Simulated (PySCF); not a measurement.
A calculated (revPBE, PySCF 2.14, aug-cc-pVTZ-DK, the spin-free X2C one-electron Hamiltonian (Gaussian nucleus)) atom or ion has these occupied shells.

| shell | electrons | orbital energy (eV) | rms radius, mean of both spins (bohr) |
| --- | --- | --- | --- |
| 1s α | 1 | -9526.1 | 0.0580 |
| 1s β | 1 | -9526.1 | 0.0580 |
| 2s α | 1 | -1167.7 | 0.245 |
| 2s β | 1 | -1167.0 | 0.245 |
| 2p α | 3 | -1013.3 | 0.219 |
| 2p β | 3 | -1012.7 | 0.219 |
| 3s α | 1 | -138.66 | 0.728 |
| 3s β | 1 | -137.28 | 0.728 |
| 3p α | 3 | -92.612 | 0.768 |
| 3p β | 3 | -91.260 | 0.768 |
| 3d α | 5 | -18.570 | 0.969 |
| 3d β | 4 | -17.421 | 0.969 |
| 4s α | 1 | -8.774 | 2.61 |
| 4s β | 1 | -7.959 | 2.61 |
| 4p α | 1 | -3.060 | 3.69 |

**Question.** Name the element and its charge.

**Answer.** Zn (zinc, neutral), in [Ar] 3d9 4s2 4p1, one real determinant (an excited configuration).
